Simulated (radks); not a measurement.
Problem. Radial electron density D(r) = 4 pi r^2 rho(r) of an atom or ion with 67 electrons. Calculated with a radial shooting solver on a logarithmic mesh with Libxc functionals: Dirac Kohn-Sham, PBE, spin-unpolarised, spherical densities, point nucleus.

r (bohr)   D(r) (e/bohr)
0.0008583          4.242
0.0009992          5.417
0.001173           6.984
0.001365           8.856
0.001589           11.18
0.00185            14.05
0.002154           17.55
0.002527           22.02
0.002942           27.09
0.003425           33.02
0.003988           39.82
0.004642           47.43
0.005404           55.68
0.006342           64.76
0.007383           73.29
0.008595           81.16
0.01001            87.69
0.01165            92.22
0.01367            94.27
0.01591            93.51
0.01853            90.60
0.02157            86.74
0.02511            83.74
0.02946            83.76
0.0343             88.31
0.03993            97.27
0.04649            108.5
0.05412            118.1
0.06351            121.8
0.07393            117.0
0.08607            106.4
0.1002             96.14
0.1167             92.79
0.1358             98.29
0.1594             107.3
0.1855             108.3
0.216              95.74
0.2514             74.23
0.2927             55.90
0.3435             50.08
0.3999             55.11
0.4655             59.88
0.542              56.39
0.6309             45.17
0.7404             31.63
0.8619             22.14
1.003              16.65
1.168              13.29
1.36               10.33
1.596              7.142
1.858              4.437
2.163              2.482
2.518              1.335
2.931             0.7662
3.412             0.4930
4.005             0.3196
4.662             0.1914
5.427            0.09606
6.318            0.03850
7.355            0.01175
8.632           0.002387
10.05          0.0003627

What is the nuclear charge?

Solution. Z = 68. The innermost maximum, from 1s, lies near gamma/Z bohr with gamma = sqrt(1 - (Z/c)^2) = 0.868, here 0.0128 bohr (found: 0.0141), and its height grows with Z. The density is that of the erbium ion Er+ in [Xe] 4f12 6s1; the configuration itself is not fixed sharply by these data, and Z only to a few units. D(r) has 4 maxima, at r = 0.0141, 0.0625, 0.174, 0.477 bohr, and minima at 0.0272, 0.114, 0.338 bohr, inside which lie 2.01, 11.13, 29.63 electrons.
